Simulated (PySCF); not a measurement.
Stepwise substitution at one centre (In H-F). Gas-phase values, no solvent. Strings in code marks are SMILES.

The dipole moment from two functionals at the same geometries (r2SCAN-D4/def2-TZVP), both in PySCF: PBE-D3(BJ)/def2-TZVP and r2SCAN-D4/def2-TZVP. 

| species | PBE-D3(BJ)/def2-TZVP (D) | r2SCAN-D4/def2-TZVP (D) |
|---|---|---|
| 0 of 3 H replaced by F (`[InH3]`) | 0.00 | 0.00 |
| 1 of 3 H replaced by F (`[F][InH2]`) | 2.91 | 3.03 |
| 2 of 3 H replaced by F (`[F][InH][F]`) | 3.42 | 3.55 |

Over these rows, drawn at random from the members with no instability flagged (it was tested for open shells, ions and some series alone), PBE minus r2SCAN-D4: mean -0.09 D, from -0.14 D to 0.00 D.
